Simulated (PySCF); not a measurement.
C3H9FSi. Atoms are numbered in the order given.

```xyz
14

Si     0.9882    -0.4624     0.0368
F      2.4454     0.1051    -0.4763
C     -0.3035     0.8809    -0.2449
C     -1.6293     0.6797     0.5115
C     -2.3821    -0.5941     0.1176
H      0.7106    -1.7213    -0.7359
H      1.1059    -0.7782     1.5038
H      0.1751     1.8381     0.0581
H     -0.4868     0.9656    -1.3392
H     -2.2844     1.5613     0.3403
H     -1.4291     0.6660     1.6057
H     -1.8015    -1.5106     0.3567
H     -3.3515    -0.6742     0.6491
H     -2.5933    -0.6174    -0.9721
```
Charge 0, spin multiplicity 1.

Geometry optimised at PBE-D3(BJ)/def2-SVP. One conformer was computed; it need not be the lowest.

All values below come from PBE/def2-TZVP (PySCF).

ESP charges are fitted to the potential on shells at 1.4 to 2.0 van der Waals radii. Atomic charges (e):

| atom | ESP fit | Löwdin | Mulliken | IAO |
|---|---|---|---|---|
| Si1 | 0.54 | 0.19 | 0.43 | 1.03 |
| F2 | -0.29 | -0.02 | -0.31 | -0.52 |
| C3 | -0.36 | -0.40 | -0.29 | -0.56 |
| C4 | 0.13 | -0.32 | -0.17 | -0.24 |
| C5 | -0.33 | -0.32 | -0.37 | -0.42 |
| H6 | -0.11 | -0.04 | -0.04 | -0.14 |
| H7 | -0.10 | -0.04 | -0.05 | -0.14 |
| H8 | 0.11 | 0.15 | 0.13 | 0.16 |
| H9 | 0.12 | 0.15 | 0.11 | 0.15 |
| H10 | 0.01 | 0.14 | 0.10 | 0.14 |
| H11 | 0.02 | 0.14 | 0.10 | 0.13 |
| H12 | 0.08 | 0.12 | 0.12 | 0.14 |
| H13 | 0.09 | 0.12 | 0.12 | 0.15 |
| H14 | 0.09 | 0.12 | 0.11 | 0.14 |

Task: Give the Mayer and Wiberg (Löwdin basis) orders of the bonds. (An estimate is asked for; the answer gives what the named calculation found.)

Result: 
```csv
bond,Mayer,Wiberg
Si1–F2,1.09,1.69
Si1–C3,1.00,1.16
C3–C4,0.99,1.25
C4–C5,1.01,1.30
Si1–H6,0.92,0.93
Si1–H7,0.92,0.93
C3–H8,0.93,0.83
C3–H9,0.93,0.84
C4–H10,0.94,0.84
C4–H11,0.95,0.84
C5–H12,0.96,0.90
C5–H13,0.96,0.90
C5–H14,0.96,0.90
```
